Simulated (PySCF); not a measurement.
Computed properties of C₅H₁₀Si, SMILES C=C[SiH2]/C=C/C

C5H10Si, SMILES C=C[SiH2]/C=C/C. Geometry: B3LYP-D3(BJ)/def2-SVP. The structure was generated by enumeration; whether it is a known compound was not checked. Other conformers were not sampled. All values are computed for the isolated molecule unless a solvent is named; none is compared with measurement here.

**Structure.** All 42 harmonic modes at B3LYP-D3(BJ)/def2-SVP (PySCF) are real, so it is a minimum. With heavy atoms numbered as in [CH2:1]=[CH:2][SiH2:3]/[CH:4]=[CH:5]/[CH3:6], the shortest bond between them is C1–C2 at 1.340 Å and the longest C2–Si3 at 1.876 Å.

**Vibrations.** The strongest infrared lines (harmonic, unscaled, degenerate partners summed) lie at 869 cm⁻¹ (331 km/mol, H 83 %, Si 11 %), 2199 cm⁻¹ (129 km/mol, H 96 %), 2198 cm⁻¹ (103 km/mol, H 98 %). The softest mode is at 57 cm⁻¹ and the zero-point energy is 81.2 kcal/mol.

**Electronic structure.** PBE0/def2-TZVP (PySCF) places the frontier levels at -7.41 and -0.54 eV, a gap of 6.87 eV, and gives a dipole moment of 1.10 D and a mean polarisability of 91.0 bohr³. PBE/def2-TZVP (PySCF) at the same geometry gives -6.32 and -1.53 eV, so its gap is 2.08 eV narrower. An orbital gap is neither the optical nor the fundamental gap.

**Excitations.** TDA-B3LYP/def2-SVPD (PySCF) has S1 at 5.81 eV (214 nm, f = 0.062, bright); the most intense of the 6 singlets computed lies at 7.09 eV (f = 0.66). T1 (TDA) is at 4.18 eV, 1.63 eV under S1. TDA-PBE/def2-SVPD (PySCF) puts S1 at 5.03 eV. No vertical singlet excitation falls in the visible range (under 3.1 eV).

**NMR.** GIAO shifts at B3LYP/pcSseg-1 (PySCF) (non-relativistic, atoms alike by connectivity averaged): ¹³C from 28.7 to 160.2 ppm against TMS; ¹H from 2.2 to 6.7 ppm against TMS; ²⁹Si at -35.4 ppm against TMS.

**Solvation.** SMD-ωB97X/def2-SVP (PySCF) gives 2.9 kcal/mol in water, -2.2 kcal/mol in ethylethanoate, -3.2 kcal/mol in dichloromethane (1 M in both phases, gas-phase geometry); of these solvents dichloromethane holds the molecule best.
